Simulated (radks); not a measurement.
Dy+, configuration [Xe] 4f10 6s1. All-electron calculation, Dirac Kohn-Sham, PBE, spin-unpolarised, spherical densities, point nucleus; open shells are shared between the two j in proportion to 2j + 1. Program: a radial shooting solver on a logarithmic mesh with Libxc functionals.

Unscreened Slater integrals over Kohn-Sham orbitals (hartree). Large and small components are both included.

F0(6s1/2,6s1/2): 0.24235
F0(6s1/2,4f7/2): 0.31495
G3(6s1/2,4f7/2): 0.012523
F0(6s1/2,4f5/2): 0.31538
G3(6s1/2,4f5/2): 0.011989
F0(6s1/2,5p3/2): 0.30096
G1(6s1/2,5p3/2): 0.025313
F0(4f7/2,4f7/2): 1.0776
F2(4f7/2,4f7/2): 0.49430
F4(4f7/2,4f7/2): 0.30690
F6(4f7/2,4f7/2): 0.21992
F0(4f7/2,4f5/2): 1.0883
F2(4f7/2,4f5/2): 0.49999
F4(4f7/2,4f5/2): 0.31058
G2(4f7/2,4f5/2): 0.49881
G4(4f7/2,4f5/2): 0.30988
G6(4f7/2,4f5/2): 0.22210
F0(4f7/2,5p3/2): 0.68265
F2(4f7/2,5p3/2): 0.23314
G2(4f7/2,5p3/2): 0.12913
G4(4f7/2,5p3/2): 0.097131
F0(4f5/2,4f5/2): 1.0992
F2(4f5/2,4f5/2): 0.50588
F4(4f5/2,4f5/2): 0.31439
F0(4f5/2,5p3/2): 0.68573
F2(4f5/2,5p3/2): 0.23139
G2(4f5/2,5p3/2): 0.12575
G4(4f5/2,5p3/2): 0.095022
F0(5p3/2,5p3/2): 0.57203
F2(5p3/2,5p3/2): 0.30641
